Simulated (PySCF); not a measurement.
## Assigning NMR signals

Atoms are numbered as in `[O:1]=[C:2]=[N:3][c:4]1[cH:5][cH:6][c:7]([F:8])[cH:9][cH:10]1`. Hydrogens are named by the atom that carries them.

Theoretical values (PySCF 2.14.0 with density-fitted response routines): geometry from PBE0-D3(BJ)/def2-TZVP, shieldings: GIAO B97-2/pcSseg-2. Isolated molecule, relativity neglected, single conformer, averaged over atoms made equivalent by symmetry, fast rotation or ring inversion.

δ = σ(ref) − σ, references computed at the same level: ¹³C (185.38 ppm), ¹H (31.64 ppm) vs TMS.

(1) Assign these signals to the numbered atoms. ¹³C{¹H} NMR (computed): δ 170.1, 137.0, 133.4, 131.7, 122.7.

(2) Assign these signals to the numbered atoms. ¹H NMR (400 MHz, computed): δ 7.25 (m, 2H), 7.20 (m, 2H).

Answers

(1) 
| δ (ppm) | atoms | environment | reason |
| --- | --- | --- | --- |
| 170.1 | C7 | aromatic carbon bearing fluorine | σ withdrawal by the attached heteroatom moves it downfield of the ring CH carbons |
| 137.0 | C4 | aromatic carbon bearing nitrogen | the electronegative substituent deshields the carbon that carries it |
| 133.4 | C5/C10 | aromatic CH | the aromatic region |
| 131.7 | C2 | central carbon of a heterocumulene | – |
| 122.7 | C6/C9 | aromatic CH | – |

C5/C10 and C2 lie closer than the usual error of such a calculation, so a measured spectrum could show them in the other order.

(2) 
| δ (ppm) | atoms | environment | reason |
| --- | --- | --- | --- |
| 7.25 | H(C5)/H(C10) | hydrogen on an aromatic CH | ring-current deshielding |
| 7.20 | H(C6)/H(C9) | hydrogen on an aromatic CH | – |

H(C5)/H(C10) and H(C6)/H(C9) lie closer than the usual error of such a calculation, so a measured spectrum could show them in the other order.

Splittings by ¹⁹F in the carbon and heteronuclear signals aren't shown, as no couplings were computed. Shifts are as computed. Against solution values, carbons near 30 ppm lie about +3 ppm off and those near 130 ppm about +7 ppm. Of 1309 compounds with measured shifts, 239 miss one by over three times the rms of a fit or turn the order of signals round; such compounds aren't used in these exercises. Multiplicities follow the n + 1 count of equivalent neighbours, as no J values were calculated; m marks all less simple cases, F and P coupling included.
